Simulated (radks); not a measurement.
The numbers below are computed, except where a source is named.
Tm24+, configuration [Kr] 4d9. Code: a radial shooting solver on a logarithmic mesh with Libxc functionals. Model: scalar-relativistic Kohn-Sham, PBE, spin-polarised, spherical densities, finite nucleus; open shells are filled with parallel spins first (spin-orbit coupling, left out, can overturn this in heavy ions); Fermi nuclear charge, rms radius 5.2256 fm.

Normalised radial functions P(r) = r R(r), r in bohr:

r	5s up	5s down
0.0008291	0.0696	0.0695
0.00108	0.0858	0.0857
0.001395	0.1044	0.1043
0.001816	0.1269	0.1268
0.002365	0.1525	0.1524
0.003055	0.1799	0.1797
0.003977	0.2092	0.2089
0.005138	0.2361	0.2358
0.00669	0.2577	0.2574
0.008642	0.2663	0.2660
0.01125	0.2532	0.2529
0.01465	0.2068	0.2065
0.01893	0.1203	0.1202
0.02465	-0.0144	-0.0143
0.03184	-0.1765	-0.1763
0.04146	-0.3367	-0.3363
0.05355	-0.4180	-0.4175
0.06973	-0.3434	-0.3430
0.0908	-0.0670	-0.0669
0.1173	0.3154	0.3151
0.1527	0.5872	0.5865
0.1973	0.4548	0.4543
0.2569	-0.1369	-0.1368
0.3318	-0.7400	-0.7392
0.4321	-0.7175	-0.7170
0.5626	0.1502	0.1487
0.7268	1.1005	1.0984
0.9464	1.3003	1.3007
1.222	0.7681	0.7697
1.592	0.2248	0.2258
2.056	0.0318	0.0320
2.677	0.0016	0.0016

5s up (empty): eigenvalue -581.80 eV, 4 radial nodes at r = 0.0240, 0.0952, 0.244, 0.543 bohr, <r> = 0.872 bohr, 90 % of the charge inside 1.21 bohr. 5s down (empty): eigenvalue -580.99 eV, 4 radial nodes at r = 0.0240, 0.0952, 0.244, 0.543 bohr, <r> = 0.873 bohr, 90 % of the charge inside 1.21 bohr.
